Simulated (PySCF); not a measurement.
# V⁺ (vanadium, charge +1): TPSS calculation

Configuration: [Ar] 3d4, high-spin 5D determinant. Calculation: PySCF 2.14, in cc-pVTZ (7s6p4d2f1g, 68 functions); no relativity, point nucleus.

| Item | Value |
| --- | --- |
| Total energy | -943.704 hartree |
| One-electron energy | -1291.034 hartree |
| Hartree (Coulomb) energy | 392.578 hartree |
| Exchange-correlation energy | -45.248 hartree |
| Kinetic energy | 942.17998 hartree |
| ⟨S²⟩ | 6.0004 |
| ⟨L²⟩ | 7.423 |
| Sum of ⟨r⟩ | 16.78 bohr |
| Sum of ⟨r²⟩ | 23.91 bohr² |
| Traceless quadrupole moment −½Σ⟨3z² − r²⟩ along its main axis | 1.11 e·bohr² |
| Density at the nucleus (Gaussians lack the cusp) | 8110 bohr⁻³ |
| Spin density at the nucleus | 0.650 bohr⁻³ |
| Langevin diamagnetic susceptibility | -18.9 ×10⁻⁶ cm³/mol |
| Time after the integrals | 3.5 s of wall time on 1 thread of Intel(R) Xeon(R) Platinum 8375C CPU @ 2.90GHz (shared host) |

```json
{"shell": "1s α", "electrons": "1", "mean orbital energy (hartree)": "-196.31519", "spread (hartree)": "0", "rms radius, mean of both spins (bohr)": "0.0776"}
{"shell": "1s β", "electrons": "1", "mean orbital energy (hartree)": "-196.31494", "spread (hartree)": "0", "rms radius, mean of both spins (bohr)": "0.0776"}
{"shell": "2s α", "electrons": "1", "mean orbital energy (hartree)": "-22.08172", "spread (hartree)": "0", "rms radius, mean of both spins (bohr)": "0.337"}
{"shell": "2s β", "electrons": "1", "mean orbital energy (hartree)": "-22.04243", "spread (hartree)": "0", "rms radius, mean of both spins (bohr)": "0.337"}
{"shell": "2p α", "electrons": "3", "mean orbital energy (hartree)": "-18.59948", "spread (hartree)": "0.01536", "rms radius, mean of both spins (bohr)": "0.305"}
{"shell": "2p β", "electrons": "3", "mean orbital energy (hartree)": "-18.56785", "spread (hartree)": "0.02003", "rms radius, mean of both spins (bohr)": "0.305"}
{"shell": "3s α", "electrons": "1", "mean orbital energy (hartree)": "-2.74505", "spread (hartree)": "0", "rms radius, mean of both spins (bohr)": "1.03"}
{"shell": "3s β", "electrons": "1", "mean orbital energy (hartree)": "-2.62250", "spread (hartree)": "0", "rms radius, mean of both spins (bohr)": "1.03"}
{"shell": "3p α", "electrons": "3", "mean orbital energy (hartree)": "-1.80555", "spread (hartree)": "0.00735", "rms radius, mean of both spins (bohr)": "1.12"}
{"shell": "3p β", "electrons": "3", "mean orbital energy (hartree)": "-1.68046", "spread (hartree)": "0.04092", "rms radius, mean of both spins (bohr)": "1.12"}
{"shell": "3d α", "electrons": "4", "mean orbital energy (hartree)": "-0.39213", "spread (hartree)": "0.03979", "rms radius, mean of both spins (bohr)": "1.83"}
```

⟨L²⟩ = 7.42 against 6 for a pure D term, so this real determinant mixes terms.
